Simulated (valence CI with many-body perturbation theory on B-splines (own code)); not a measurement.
## Forbidden lines of Ir71+

Computed by configuration interaction combined with many-body perturbation theory (CI+MBPT): four valence electrons over a frozen Dirac-Fock core [He], radial functions for each j: 11 s, 11 p, 10 d, 8 f, 5 g, 2 h, with the one-electron correlation potential Σ1 (screened to all orders), the two-electron term Σ2, the three-electron term Σ3, Breit, model QED; selected single and double excitations, second order for the rest, scaled by the run's own slope (own B-spline code, finite nucleus).

The last digits are not significant, and no measured levels were compared; by estimate large intervals hold to a few tenths of a per cent, small ones and those within an open d or f shell to about a per cent. Among the levels kept, up to 1400 cm⁻¹ of a level comes from second order outside the variational space, and about a tenth of that is noise between levels of different J, which matters for small intervals.

Lines 1 to 50 of 91 in falling wavelength, among levels below 16146 eV, chosen from the decays that carry over 1 % of a level's rate. Wavelengths and rates use the calculated energies. Electric multipoles are in the length gauge, E1 and E2 with the static RPA response of the core. S is in atomic units (e²a₀⁴ for E2 and M2, e²a₀⁶ for E3), for M1 in squared Bohr magnetons. Weak lines are less certain than strong ones. Lines between different terms over intervals too small for the method are left out, as are lines whose strength nearly cancels. The highest levels of a list are the least certain.

Levels are named by their leading jj configuration (3d3/2^4 stands for four electrons in 3d with j = 3/2), which in mixed levels can hold well under half, so a name can repeat and another be missing. Letters in brackets count levels of one name in rising energy.

```
λ vac (Å)                           Upper                       Lower  Type   A (s⁻¹)  S (a.u.)
    7.298          (2s^2 2p1/2 2p3/2) J=1          (2s^2 2p1/2^2) J=0    M1  2.98e+10  1.29e+00
    7.221          (2s^2 2p1/2 2p3/2) J=2          (2s^2 2p1/2^2) J=0    E2  1.87e+08  1.64e-05
    7.185              (2s^2 2p3/2^2) J=2      (2s^2 2p1/2 2p3/2) J=2    M1  2.32e+10  1.60e+00
    7.175          (2s^2 2p3/2 3d5/2) J=4      (2s^2 2p1/2 3d5/2) J=3    M1  2.20e+10  2.71e+00
    7.109              (2s^2 2p3/2^2) J=2      (2s^2 2p1/2 2p3/2) J=1    M1  2.31e+10  1.54e+00
    6.847              (2s^2 2p3/2^2) J=0      (2s^2 2p1/2 2p3/2) J=1    M1  5.06e+10  6.02e-01
    1.275          (2s 2p1/2^2 3p1/2) J=0      (2s 2p1/2^2 2p3/2) J=1    M1  8.56e+10  6.58e-03
    1.266          (2s^2 2p3/2 3p1/2) J=2          (2s^2 2p3/2^2) J=0    E2  7.11e+11  1.03e-05
    1.263          (2s^2 2p1/2 3p1/2) J=1      (2s^2 2p1/2 2p3/2) J=2    E2  1.87e+12  1.62e-05
    1.263          (2s^2 2p1/2 3p1/2) J=1      (2s^2 2p1/2 2p3/2) J=2    M1  7.27e+10  1.63e-02
    1.263          (2s 2p1/2^2 3p1/2) J=0      (2s 2p1/2^2 2p3/2) J=2    E2  3.72e+12  1.07e-05
    1.261          (2s^2 2p1/2 3p1/2) J=1      (2s^2 2p1/2 2p3/2) J=1    E2  1.87e+12  1.60e-05
    1.258          (2s^2 2p3/2 3p1/2) J=1          (2s^2 2p3/2^2) J=2    E2  1.90e+12  1.60e-05
    1.257          (2s^2 2p3/2 3p1/2) J=2          (2s^2 2p3/2^2) J=2    E2  2.61e+12  3.66e-05
    1.257          (2s^2 2p1/2 3p1/2) J=0      (2s^2 2p1/2 2p3/2) J=2    E2  3.69e+12  1.03e-05
    1.254          (2s^2 2p1/2 3p1/2) J=0      (2s^2 2p1/2 2p3/2) J=1    M1  8.40e+10  6.14e-03
    1.252          (2s 2p3/2^2 3p1/2) J=0            (2s 2p3/2^3) J=2    E2  1.98e+12  5.43e-06
    1.220          (2s^2 2p3/2 3d5/2) J=4  (2s 2p1/2 2p3/2^2) J=2 [b]    E2  1.13e+10  2.46e-07
    1.214      (2s 2p1/2 2p3/2 3p3/2) J=4  (2s 2p1/2 2p3/2^2) J=2 [b]    E2  1.33e+11  2.82e-06
    1.208          (2s^2 2p3/2 3d5/2) J=4      (2s 2p1/2 2p3/2^2) J=3    E2  8.26e+10  1.70e-06
    1.207          (2s 2p3/2^2 3p3/2) J=4            (2s 2p3/2^3) J=2    E2  6.86e+11  1.41e-05
    1.203      (2s 2p3/2^2 3p3/2) J=2 [b]            (2s 2p3/2^3) J=1    E2  9.33e+11  1.05e-05
    1.202      (2s 2p1/2 2p3/2 3p3/2) J=4      (2s 2p1/2 2p3/2^2) J=3    E2  1.11e+12  2.24e-05
    1.202  (2s 2p1/2 2p3/2 3p3/2) J=0 [b]  (2s 2p1/2 2p3/2^2) J=2 [b]    E2  2.07e+12  4.65e-06
    1.202  (2s 2p1/2 2p3/2 3p3/2) J=3 [a]  (2s 2p1/2 2p3/2^2) J=2 [a]    E2  1.16e+12  1.82e-05
    1.202          (2s^2 2p3/2 3p3/2) J=2          (2s^2 2p3/2^2) J=0    E2  7.56e+11  8.47e-06
    1.201  (2s 2p1/2 2p3/2 3p3/2) J=1 [d]  (2s 2p1/2 2p3/2^2) J=2 [b]    E2  1.18e+12  7.89e-06
    1.200  (2s 2p1/2 2p3/2 3p3/2) J=1 [d]  (2s 2p1/2 2p3/2^2) J=1 [a]    E2  1.04e+12  6.93e-06
    1.200          (2s 2p1/2^2 3p3/2) J=2      (2s 2p1/2^2 2p3/2) J=2    E2  1.27e+12  1.41e-05
    1.199          (2s^2 2p1/2 3p3/2) J=2      (2s^2 2p1/2 2p3/2) J=2    E2  1.29e+12  1.43e-05
    1.199          (2s^2 2p1/2 3p3/2) J=1      (2s^2 2p1/2 2p3/2) J=2    E2  9.36e+11  6.21e-06
    1.198          (2s^2 2p3/2 3p3/2) J=3          (2s^2 2p3/2^2) J=2    E2  1.47e+12  2.27e-05
    1.198          (2s^2 2p3/2 3p3/2) J=1          (2s^2 2p3/2^2) J=2    E2  1.48e+12  9.80e-06
    1.197      (2s 2p1/2 2p3/2 3p3/2) J=4  (2s 2p1/2 2p3/2^2) J=2 [a]    E2  7.15e+10  1.41e-06
    1.197          (2s^2 2p1/2 3p3/2) J=2      (2s^2 2p1/2 2p3/2) J=1    E2  5.65e+11  6.20e-06
    1.197          (2s^2 2p1/2 3p3/2) J=1      (2s^2 2p1/2 2p3/2) J=1    E2  9.34e+11  6.15e-06
    1.194          (2s 2p3/2^2 3p3/2) J=0            (2s 2p3/2^3) J=2    E2  7.66e+11  1.66e-06
    1.191          (2s^2 2p3/2 3p3/2) J=0          (2s^2 2p3/2^2) J=2    E2  3.80e+12  8.13e-06
    1.189  (2s 2p1/2 2p3/2 3p3/2) J=1 [d]      (2s 2p1/2 2p3/2^2) J=3    E2  6.69e+11  4.27e-06
    1.186  (2s 2p1/2 2p3/2 3p3/2) J=0 [b]  (2s 2p1/2 2p3/2^2) J=2 [a]    E2  5.09e+11  1.07e-06
    1.182      (2s 2p3/2^2 3d5/2) J=4 [a]            (2s 2p3/2^3) J=2    M2  1.76e+11  3.28e-06
    1.179      (2s 2p1/2 2p3/2 3d5/2) J=5      (2s 2p1/2 2p3/2^2) J=3    M2  1.10e+11  2.46e-06
    1.179      (2s 2p1/2 2p3/2 3d5/2) J=5      (2s 2p1/2 2p3/2^2) J=3    E3  6.20e+09  6.85e-07
    1.174          (2s^2 2p3/2 3d5/2) J=4          (2s^2 2p3/2^2) J=2    M2  1.01e+11  1.82e-06
    1.174          (2s^2 2p3/2 3d5/2) J=4          (2s^2 2p3/2^2) J=2    E3  7.56e+09  6.66e-07
    1.031      (2s 2p1/2 2p3/2 3p3/2) J=4      (2s 2p1/2^2 2p3/2) J=2    E2  2.04e+12  1.92e-05
    1.030          (2s 2p3/2^2 3p3/2) J=4      (2s 2p1/2 2p3/2^2) J=3    E2  8.52e+11  7.95e-06
    1.029  (2s 2p1/2 2p3/2 3p3/2) J=1 [d]      (2s 2p1/2^2 2p3/2) J=1    E2  1.12e+12  3.46e-06
    1.029          (2s 2p3/2^2 3p3/2) J=0  (2s 2p1/2 2p3/2^2) J=2 [b]    E2  2.31e+12  2.38e-06
    1.028          (2s^2 2p1/2 3p3/2) J=2          (2s^2 2p1/2^2) J=0    E2  1.86e+12  9.53e-06
```
